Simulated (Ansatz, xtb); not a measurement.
# C6H7Br: which of two isomers lies lower

Structure X is `Br[C@@H]1C=CC=CC1`, a singlet and structure Y is `BrC1=CC=CCC1`, a singlet. Both are isolated molecules in the gas phase, relaxed with r2SCAN-D4/def2-SVP; the shapes shown needn't be the lowest conformers.

X (Å):

```json
{"atom": "C", "x (Å)": "-1.9250", "y (Å)": "-1.3523", "z (Å)": "-1.3929"}
{"atom": "C", "x (Å)": "-1.3532", "y (Å)": "-2.4452", "z (Å)": "-0.5717"}
{"atom": "C", "x (Å)": "-0.2286", "y (Å)": "-2.2355", "z (Å)": "0.1549"}
{"atom": "C", "x (Å)": "0.4483", "y (Å)": "-0.9490", "z (Å)": "0.1451"}
{"atom": "C", "x (Å)": "0.1197", "y (Å)": "-0.0117", "z (Å)": "-0.7707"}
{"atom": "C", "x (Å)": "-0.8986", "y (Å)": "-0.3207", "z (Å)": "-1.8240"}
{"atom": "Br", "x (Å)": "-3.3763", "y (Å)": "-0.4441", "z (Å)": "-0.2741"}
{"atom": "H", "x (Å)": "-2.5123", "y (Å)": "-1.7161", "z (Å)": "-2.2446"}
{"atom": "H", "x (Å)": "-1.9055", "y (Å)": "-3.3868", "z (Å)": "-0.5016"}
{"atom": "H", "x (Å)": "0.1609", "y (Å)": "-3.0319", "z (Å)": "0.7966"}
{"atom": "H", "x (Å)": "1.2315", "y (Å)": "-0.7576", "z (Å)": "0.8846"}
{"atom": "H", "x (Å)": "0.6339", "y (Å)": "0.9537", "z (Å)": "-0.7998"}
{"atom": "H", "x (Å)": "-0.3618", "y (Å)": "-0.7618", "z (Å)": "-2.6939"}
{"atom": "H", "x (Å)": "-1.3932", "y (Å)": "0.5857", "z (Å)": "-2.2043"}
```

Y (Å):

```json
{"atom": "C", "x (Å)": "-2.1825", "y (Å)": "-1.0839", "z (Å)": "-0.7345"}
{"atom": "C", "x (Å)": "-1.7768", "y (Å)": "-2.3570", "z (Å)": "-0.9214"}
{"atom": "C", "x (Å)": "-0.3660", "y (Å)": "-2.6262", "z (Å)": "-1.1919"}
{"atom": "C", "x (Å)": "0.5756", "y (Å)": "-1.6813", "z (Å)": "-0.9877"}
{"atom": "C", "x (Å)": "0.1861", "y (Å)": "-0.3401", "z (Å)": "-0.4290"}
{"atom": "C", "x (Å)": "-1.2300", "y (Å)": "0.0738", "z (Å)": "-0.8471"}
{"atom": "Br", "x (Å)": "-4.0136", "y (Å)": "-0.6652", "z (Å)": "-0.4764"}
{"atom": "H", "x (Å)": "-2.4923", "y (Å)": "-3.1829", "z (Å)": "-0.9042"}
{"atom": "H", "x (Å)": "-0.0901", "y (Å)": "-3.6261", "z (Å)": "-1.5409"}
{"atom": "H", "x (Å)": "1.6346", "y (Å)": "-1.9042", "z (Å)": "-1.1533"}
{"atom": "H", "x (Å)": "0.9034", "y (Å)": "0.4411", "z (Å)": "-0.7277"}
{"atom": "H", "x (Å)": "0.2433", "y (Å)": "-0.3952", "z (Å)": "0.6786"}
{"atom": "H", "x (Å)": "-1.2384", "y (Å)": "0.4177", "z (Å)": "-1.9020"}
{"atom": "H", "x (Å)": "-1.5769", "y (Å)": "0.9255", "z (Å)": "-0.2430"}
```

Energies in hartree; the thermal terms are from GFN2-xTB frequencies at re-optimised GFN2-xTB minima (ideal gas, soft modes damped towards free rotors, one conformer each, 298.15 K, 1 atm) and include the zero-point energy:

```
                               X            Y
E, CCSD(T)/def2-SVP  −2804.306561  −2804.305938
    E, MP2/def2-SVP  −2804.214991  −2804.214778
  E, MP2/def2-TZVPP  −2804.997421  −2804.996511
  zero-point energy      0.109517      0.109829
       H(298 K) − E      0.117100      0.117481
       G(298 K) − E      0.077512      0.077838
```

Problem. Correct the CCSD(T) difference for the basis set by the MP2 change, then work out ΔE, ΔE₀, ΔH and ΔG for X → Y in kJ/mol (1 Eh = 2625.50 kJ/mol) and the equilibrium ratio [Y]/[X].

Solution. 1. Differences Y − X: CCSD(T) +0.000623, MP2 in the small set +0.000213, MP2 in the large set +0.000910 Eh.
2. ΔE = +0.000623 + (+0.000910 − (+0.000213)) = +0.001320 Eh = +3.47 kJ/mol.
3. ΔE₀ = ΔE + ΔZPE = +0.001320 + (+0.000312) Eh = +4.28 kJ/mol.
4. ΔH = ΔE + (+0.000381) Eh = +4.47 kJ/mol.
5. ΔG = ΔE + (+0.000326) Eh = +4.32 kJ/mol, so ΔS = (ΔH − ΔG)/T = +0.5 J/(mol K).
6. kT = 0.9442 mEh, so K = [Y]/[X] = exp(−ΔG/kT) = exp(−1.74) ≈ 0.17.

The sums favour X, but ΔE leans on the basis-set step (CCSD(T) alone has the other sign or is under 1 kcal/mol), so the order isn't settled. An error of 4 kJ/mol in ΔG would change K by a factor of 5. Mirror images and further conformers aren't counted.

As drawn, both hold the same kinds of bond in the same numbers.

Other levels gave ΔE = −7.7 (GFN2-xTB); −29.0 (HF/STO-3G, GFN2-xTB geometries); +6.0 (r2SCAN-D4/def2-SVP//GFN2-xTB); +6.5 (r2SCAN-D4/def2-SVP); +5.3 (HF/def2-SVP); +0.6 (MP2/def2-SVP); +1.6 (CCSD(T)/def2-SVP) kJ/mol. The correlated steps freeze 15 core orbitals; the filled d shell of Br is correlated, in a basis made for valence electrons. Programs: Ansatz 0.2.0, xtb 6.7.1.
